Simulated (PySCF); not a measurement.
A series of related molecules.

All values: CAM-B3LYP/def2-SVPD (PySCF) at PBE0-D3(BJ)/def2-SVP geometries, gas phase, one conformer each. Core orbitals are frozen in the response; Δα² is half the sum of the squared differences of the principal polarisabilities. The calculation is non-relativistic, for germanium too.

Question: Rank by polarisability anisotropy Δα, lowest first.
A. `[O:1]=[C:2]([OH:3])[SiH2:4][F:5]` with O1–C2–O3–H 0°, O1–C2–Si4–F5 180°
B. `CC#C[SiH2]F`
C. `[NH2:1][C:2](=[O:3])[SiH2:4][F:5]` with N1–C2–Si4–F5 2°
D. `[F:1][SiH2:2][CH2:3][SiH3:4]` with F1–Si2–C3–Si4 -57°
E. `[CH2:1]=[CH:2][SiH2:3][F:4]` with C1–C2–Si3–F4 115°
F. `[F:1][SiH2:2][O:3][GeH3:4]` with F1–Si2–O3–Ge4 6°

Answer: F (1.62 Å³), A (1.93 Å³), C (2.26 Å³), D (2.51 Å³), E (3.06 Å³), B (6.10 Å³).

Question: Rank by HOMO–LUMO gap, lowest first.
A. `NC(=O)[SiH2]F`
B. `F[SiH2]C[SiH3]`
C. `F[SiH2]/C=N\[H]`
D. `O=CO[SiH2]F`
E. `F[SiH2][O][GeH3]`
F. `F[SiH2]C(Cl)Cl`

Answer: C (8.77 eV), A (9.46 eV), F (10.27 eV), E (10.65 eV), D (10.94 eV), B (11.26 eV).

Question: Rank by dipole moment, highest first.
A. `[F:1][SiH2:2][O:3][GeH3:4]` with F1–Si2–O3–Ge4 6°
B. `[F:1][SiH2:2][CH2:3][SiH3:4]` with F1–Si2–C3–Si4 -57°
C. `CC#C[SiH2]F`
D. `[F:1][SiH2:2][CH:3]1[CH2:4][CH2:5]1` with F1–Si2–C3–C4 151°
E. `[H]/[N:1]=[CH:2]\[SiH2:3][F:4]` with N1–C2–Si3–F4 178°
F. `[NH2:1][C:2](=[O:3])[SiH2:4][F:5]` with N1–C2–Si4–F5 2°

Answer: C (2.88 D), F (2.39 D), D (2.17 D), B (2.02 D), E (1.52 D), A (1.32 D).

All values together:

```
          SMILES    formula  μ (D)  HOMO (eV)  LUMO (eV)  α (Å³)  Δα (Å³)  electrons  α per electron (Å³)  ΔSCF removal energy (eV)
     O=CO[SiH2]F   CH3FO2Si   0.54     -10.47       0.47    6.38     1.66         48                0.133                     11.61
F[SiH2][O][GeH3]   FGeH5OSi   1.32     -10.02       0.63    8.68     1.62         68                0.128                     10.91
   O=C(O)[SiH2]F   CH3FO2Si   0.35      -9.85       0.03    6.79     1.93         48                0.141                     10.87
   NC(=O)[SiH2]F   CH4FNOSi   2.39      -8.90       0.56    7.49     2.26         48                0.156                      9.79
      CCO[SiH2]F   C2H7FOSi   1.76     -10.07       1.24    8.14     1.91         50                0.163                     11.00
    OB(O)[SiH2]F   BFH4O2Si   4.21      -9.87       0.04    7.40     2.23         48                0.154                     10.90
  F[SiH2]C[SiH3]    CH7FSi2   2.02     -10.30       0.95    9.84     2.51         50                0.197                     11.13
     CC#C[SiH2]F    C3H5FSi   2.88      -9.30       0.44    9.23     6.10         46                0.201                     10.24
 [H]/N=C\[SiH2]F    CH4FNSi   1.52      -9.06      -0.29    6.80     2.11         40                0.170                     10.12
  F[SiH2]C(Cl)Cl  CH3Cl2FSi   1.26      -9.94       0.33    9.74     2.38         66                0.148                     10.88
      C=C[SiH2]F    C2H5FSi   2.09      -9.79       0.12    7.55     3.06         40                0.189                     10.79
    F[SiH2]C1CC1    C3H7FSi   2.17      -9.95       1.10    8.78     1.82         48                0.183                     10.80
```

Conformers: `[O:1]=[CH:2][O:3][SiH2:4][F:5]` with O1–C2–O3–Si4 1°, C2–O3–Si4–F5 179°; `[F:1][SiH2:2][O:3][GeH3:4]` with F1–Si2–O3–Ge4 6°; `[O:1]=[C:2]([OH:3])[SiH2:4][F:5]` with O1–C2–O3–H 0°, O1–C2–Si4–F5 180°; `[NH2:1][C:2](=[O:3])[SiH2:4][F:5]` with N1–C2–Si4–F5 2°; `[CH3:1][CH2:2][O:3][SiH2:4][F:5]` with C1–C2–O3–Si4 167°, C2–O3–Si4–F5 69°; `[OH:1][B:2]([OH:3])[SiH2:4][F:5]` with H–O1–B2–O3 -2°, O1–B2–O3–H 0°, O1–B2–Si4–F5 -61°; `[F:1][SiH2:2][CH2:3][SiH3:4]` with F1–Si2–C3–Si4 -57°; `[H]/[N:1]=[CH:2]\[SiH2:3][F:4]` with N1–C2–Si3–F4 178°; `[F:1][SiH2:2][CH:3]([Cl:4])[Cl:5]` with F1–Si2–C3–Cl4 62°; `[CH2:1]=[CH:2][SiH2:3][F:4]` with C1–C2–Si3–F4 115°; `[F:1][SiH2:2][CH:3]1[CH2:4][CH2:5]1` with F1–Si2–C3–C4 151°.

Q: By how much does the ΔSCF value exceed −ε(HOMO) over the species that have both?

A: By 0.83 to 1.14 eV, 0.96 eV on average, over 12 species.
